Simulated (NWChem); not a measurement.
The numbers come from NWChem runs, not from measurements. System: hexafluoroacetone (C₃F₆O), charge 0, spin multiplicity 1, at a geometry optimised with B3LYP/def2-SVP. Level: B2PLYP/def2-SVP, 10 core orbitals frozen.

NWChem printed:

```
             Northwest Computational Chemistry Package (NWChem) 7.3.0
             --------------------------------------------------------

                                NWChem Input Module
                                -------------------

 Scaling coordinates for geometry "geometry" by  1.889725989
 (inverse scale =  0.529177249)

 Turning off AUTOSYM since
 SYMMETRY directive was detected!

                             Geometry "geometry" -> ""
                             -------------------------

 Output coordinates in angstroms (scale by  1.889725989 to convert to a.u.)

  No.       Tag          Charge          X              Y              Z
 ---- ---------------- ---------- -------------- -------------- --------------
    1 O                    8.0000     0.00000000     0.00000000     1.91230600
    2 C                    6.0000     0.00000000     0.00000000     0.71898800
    3 C                    6.0000    -0.08157300     1.31990100    -0.09756900
    4 F                    9.0000    -0.53248000     2.30359900     0.66786300
    5 F                    9.0000     1.13658100     1.64073300    -0.54568200
    6 F                    9.0000    -0.89787500     1.17269100    -1.14671100
    7 C                    6.0000     0.08157300    -1.31990100    -0.09756900
    8 F                    9.0000    -1.13658100    -1.64073300    -0.54568200
    9 F                    9.0000     0.53248000    -2.30359900     0.66786300
   10 F                    9.0000     0.89787500    -1.17269100    -1.14671100

 Effective nuclear repulsion energy (a.u.)     626.8344791351

            Nuclear Dipole moment (a.u.)
            ----------------------------
        X                 Y               Z
 ---------------- ---------------- ----------------
     0.0000000000     0.0000000000     0.0000151178

      Symmetry information
      --------------------

 Group name             C2
 Group number              4
 Group order               2
 No. of unique centers     6

      Symmetry unique atoms

     1    2    3    4    5    6


 Summary of "ao basis" -> "" (spherical)
 ------------------------------------------------------------------------------
       Tag                 Description            Shells   Functions and Types
 ---------------- ------------------------------  ------  ---------------------
 *                          def2-svp                  on all atoms

  dft_input: which_mp2 not specified, using semidirect MP2 by default.
[...]
     2   0 2 0    -39.971045   -358.582512   -358.582512    677.193979
     2   0 1 1     -0.000000     -0.000000     -0.000000      0.000000
     2   0 0 2    -41.653123   -144.972505   -144.972505    248.291888

                   NWChem MP2 Semi-direct Energy/Gradient Module
                   ---------------------------------------------

  Basis functions       =    140
  Molecular orbitals    =    140
  Frozen core           =     10
  Frozen virtuals       =      0
  Active alpha occupied =     30
  Active beta occupied  =     30
  Active alpha virtual  =    100
  Active beta virtual   =    100
  Use MO symmetry       = T
  Use skeleton AO sym   = T

  AO/Fock/Back tols     =   1.0D-09  1.0D-09  1.0D-09

 GA uses MA = F    GA memory limited = T

 Available:
  local mem=  4.43D+07
 global mem=  1.44D+08
 local disk=  0.00D+00
  mp2_memr nvloc                   100
  nvloc new                   100
   1 passes of  30:        3145728                     116484                  91751965.
   1 passes of  30: M     44296675           G      144140000           F      41150947.
  mp2_memr nvloc                   100
  nvloc new                   100
   2 passes of  15:        3145728                      78234                  45892765.
   2 passes of  15: M     44296675           G      144140000           F      41150947.
  mp2_memr nvloc                   100
  nvloc new                   100
   3 passes of  10:        3145728                      65484                  30606365.
   3 passes of  10: M     44296675           G      144140000           F      41150947.

 Semi-direct pass number   1 of   3  for RHF alpha+beta  at        3.6s
  vrange nnbf                  8992
  mp2_eaftype                   116  avail_ma_in_mb                   385
 EAF : mp2_eaftype filesize         116   15303182.
  mp2_eaf for mointskh                    116
Node 0 wrote     71.9 Mb in      0.1 s     Agg I/O rate:   690.7 Mb/s
 Done moints_semi at        7.9s
  mp2_eaftype                   116  avail_ma_in_mb                   386
 EAF : mp2_eaftype filesize         116   15303182.
  mp2_eaf for kh                   116
 Done maket at        8.1s
 Semi-direct pass number   2 of   3  for RHF alpha+beta  at        8.1s
  vrange nnbf                  8992
  mp2_eaftype                   116  avail_ma_in_mb                   385
 EAF : mp2_eaftype filesize         116   15303182.
  mp2_eaf for mointskh                    116
Node 0 wrote     71.9 Mb in      0.1 s     Agg I/O rate:  1384.6 Mb/s
 Done moints_semi at       12.2s
  mp2_eaftype                   116  avail_ma_in_mb                   386
 EAF : mp2_eaftype filesize         116   15303182.
  mp2_eaf for kh                   116
 Done maket at       12.4s
 Semi-direct pass number   3 of   3  for RHF alpha+beta  at       12.4s
  vrange nnbf                  8992
  mp2_eaftype                   116  avail_ma_in_mb                   385
 EAF : mp2_eaftype filesize         116   15303182.
  mp2_eaf for mointskh                    116
Node 0 wrote     71.9 Mb in      0.1 s     Agg I/O rate:   705.1 Mb/s
 Done moints_semi at       16.6s
  mp2_eaftype                   116  avail_ma_in_mb                   386
 EAF : mp2_eaftype filesize         116   15303182.
  mp2_eaf for kh                   116
 Done maket at       16.8s
 Done multipass loop at       16.8s

          -------------------------------------------
          DFT energy                    -786.832816658366
          Unscaled MP2 energy             -1.996553465848
          Total DFT+MP2 energy          -787.371886094145
          -------------------------------------------

 -----------------------
 Performance information
 -----------------------

 Timer overhead =  9.54D-08 seconds/call

               Nr. of calls         CPU time (s)                 Wall time (s)                GFlops
             ---------------    -------------------     ------------------------------   -------------------
Name         Min   Avg   Max    Min     Avg     Max     Min     Avg     Max   Mx/calls   Min     Max     Sum
mp2: moin     3     3     3    13.     13.     13.      13.     13.     13.     4.2      0.0     0.0     0.0
mp2: make     3     3     3   0.64    0.64    0.64     0.64    0.64    0.64    0.21      0.0     0.0     0.0
mp2: tota     1     1     1    13.     13.     13.      13.     13.     13.     13.      0.0     0.0     0.0

 The average no. of pstat calls per process was 7.00D+00
 with a timing overhead of 6.68D-07s

 Task  times  cpu:       16.8s     wall:       16.8s

 Total times  cpu:       16.8s     wall:       16.8s
```

Write an NWChem input that would produce this output.

Several could match; the one computed here: 
```
start mol
memory heap 200 mb stack 900 mb global 1100 mb
geometry units angstroms nocenter noautoz
  O      0.000000     0.000000     1.912306
  C      0.000000     0.000000     0.718988
  C     -0.081573     1.319901    -0.097569
  F     -0.532480     2.303599     0.667863
  F      1.136581     1.640733    -0.545682
  F     -0.897875     1.172691    -1.146711
  C      0.081573    -1.319901    -0.097569
  F     -1.136581    -1.640733    -0.545682
  F      0.532480    -2.303599     0.667863
  F      0.897875    -1.172691    -1.146711
  symmetry group C2
end
basis spherical
  * library def2-svp
end
dft
  xc hfexch 0.53 becke88 0.47 lyp 0.73 mp2 0.27
  dftmp2
  semidirect memsize 60000000 filesize 0
  iterations 100
end
mp2
  freeze core 10
end
task dft energy
```
